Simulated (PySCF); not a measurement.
## `N#C[SiH2]O[SiH2][SiH2][SiH2]N`, CH10N2OSi4

Geometry:
```tsv
atom	x (Å)	y (Å)	z (Å)
N1	1.219	0.790	-2.801
C2	1.766	0.572	-1.818
Si3	2.629	0.228	-0.188
O4	1.706	-0.784	0.639
Si5	0.497	-1.710	1.262
Si6	-1.403	-1.321	0.008
Si7	-2.283	0.822	0.014
N8	-0.972	1.874	-0.378
H9	2.719	1.496	0.527
H10	3.889	-0.442	-0.498
H11	1.114	-3.044	1.256
H12	0.458	-1.273	2.664
H13	-2.426	-2.260	0.514
H14	-1.178	-1.797	-1.372
H15	-3.472	0.983	-0.850
H16	-2.702	1.298	1.341
H17	-1.104	2.867	-0.265
H18	-0.464	1.708	-1.233
```

Computed, not measured: PySCF 2.14.0, GIAO HF/pcSseg-1 magnetisability, rotational g tensor and spin-rotation constants, non-relativistic, gas phase. Geometry: GFN2-xTB.

Task: Give the nuclear spin-rotation constants along the inertial axes (H = +C I·J) beside the isotropic shieldings.

Result: Rotational constants 1.0924, 0.7571, 0.5358 GHz. A star marks the isotopologue with that one atom substituted, in its own axes.
```
atom  isotope  Caa (kHz)  Cbb (kHz)  Ccc (kHz)  mean (kHz)  σ (ppm)
  N1      14N      0.259      0.104      0.098       0.154    -96.9
  N8      14N      0.038      0.022      0.009       0.023    265.2
  H9       1H     -0.107     -0.064      0.018      -0.051     27.6
 H10       1H      0.025     -0.067     -0.044      -0.029     27.6
 H11       1H     -0.068     -0.012     -0.027      -0.035     26.9
 H12       1H     -0.097     -0.053      0.016      -0.045     27.0
 H13       1H     -0.035     -0.034     -0.054      -0.041     29.5
 H14       1H     -0.095     -0.065      0.005      -0.052     28.6
 H15       1H     -0.024     -0.039     -0.032      -0.032     27.4
 H16       1H     -0.077     -0.060      0.007      -0.044     27.6
 H17       1H     -0.128     -0.043     -0.035      -0.069     31.5
 H18       1H     -0.063     -0.065     -0.045      -0.058     30.9
  C2     13C*      0.447      0.166      0.167       0.260     55.7
 Si3    29Si*     -0.538     -0.380     -0.277      -0.398    454.3
  O4     17O*     -0.065     -0.057     -0.004      -0.042    338.8
 Si5    29Si*     -0.570     -0.413     -0.322      -0.435    411.5
 Si6    29Si*     -0.484     -0.336     -0.235      -0.352    507.7
 Si7    29Si*     -0.575     -0.369     -0.301      -0.415    437.1
```
For the geometry as given, no vibrational averaging.

Task: How do the rotational constants and the g tensor change when H9, H10, H11, H12, H13, H14, H15, H16, H17, H18 are replaced by deuterium?

Result: Constants 0.9810, 0.6844, 0.4901 GHz; g -0.0241, -0.0143, -0.0124, against -0.0266, -0.0159, -0.0137 before.
